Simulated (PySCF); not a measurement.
Vertical excitations of a molecule C5H5Cl from TDDFT-PBE/def2-SVPD in PySCF, as energy in eV (oscillator strength): 4.52 (0.000), 4.57 (0.426), 4.72 (0.000), 5.42 (0.000), 5.45 (0.000), 5.83 (0.003), 5.90 (0.000), 6.37 (0.002), 6.42 (0.054), 6.49 (0.002). Lowest triplet (TDA): 2.77 eV. Geometry: r2SCAN-D4/def2-SVP. Other conformers were not sampled.

Task: Which molecule gave these data?
(A) C=C=C/C=C/Cl
(B) C#CCC(=C)Cl
(C) C#C/C(C)=C/Cl
(D) ClC1=CC=CC1

Result: A, C=C=C/C=C/Cl
